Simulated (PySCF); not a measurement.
Isomers of C6H11N3, one conformer each; single-point electronic energies without zero-point terms and without any empirical dispersion term.

All values: PBE0/pcSseg-1 (PySCF, non-relativistic), each on one gas-phase PBE0-D3(BJ)/def2-SVP geometry that isn't relaxed in the solvent. The solvent is an IEF-PCM continuum (cavity from Bondi-type radii × 1.2). Only the electrostatic response of the medium enters.

```csv
isomer,"relative energy, gas (kJ/mol)",dipole (D)
`Cc1n[nH]c(C(C)C)n1`,0.0,2.77
`Cc1cnn(C(C)C)n1`,66.0,0.29
`c1(cnn(n1)CC)CC`,75.9,0.54
`CC(C)(C)c1cn[nH]n1`,81.2,0.51
```

Problem. How do the relative energies look in chloroform (ε = 4.711)?

Solution. 
| isomer | relative energy, solvent (kJ/mol) | E(solvent) − E(gas) (kJ/mol) | dipole in solvent (D) |
| --- | --- | --- | --- |
| `Cc1n[nH]c(C(C)C)n1` | 0.0 | -26.8 | 3.46 |
| `Cc1cnn(C(C)C)n1` | 76.8 | -16.0 | 0.30 |
| `c1(cnn(n1)CC)CC` | 86.0 | -16.7 | 0.55 |
| `CC(C)(C)c1cn[nH]n1` | 87.0 | -21.0 | 0.65 |

The order is unchanged. Conformers: `[CH3:1][c:2]1[n:3][nH:4][c:5]([CH:6]([CH3:7])[CH3:8])[n:9]1` with N4–C5–C6–C7 -125°; `[CH3:1][c:2]1[cH:3][n:4][n:5]([CH:6]([CH3:7])[CH3:8])[n:9]1` with N4–N5–C6–C7 -59°; `[CH3:1][CH2:2][c:3]1[cH:4][n:5][n:6]([CH2:7][CH3:8])[n:9]1` with C1–C2–C3–C4 90°, N5–N6–C7–C8 -86°. `Cc1n[nH]c(C(C)C)n1` gains most from the continuum, and it has the largest gas-phase dipole. The gains span 10.8 kJ/mol, the gas-phase energies 81.2 kJ/mol.
